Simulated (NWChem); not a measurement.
Species: phosphorus nitride (PN); SMILES N#P

All runs: NWChem. Each level has its own optimisation; frequencies are unscaled.

For level LDA (Slater exchange, VWN5)/def2-SVP:

| Property | Result |
|---|---|
| highest harmonic frequency (cm⁻¹) | 1367 |

Problem. What are these values for level BLYP/def2-SVP?

Solution. The highest harmonic frequency (cm⁻¹) is 1322.
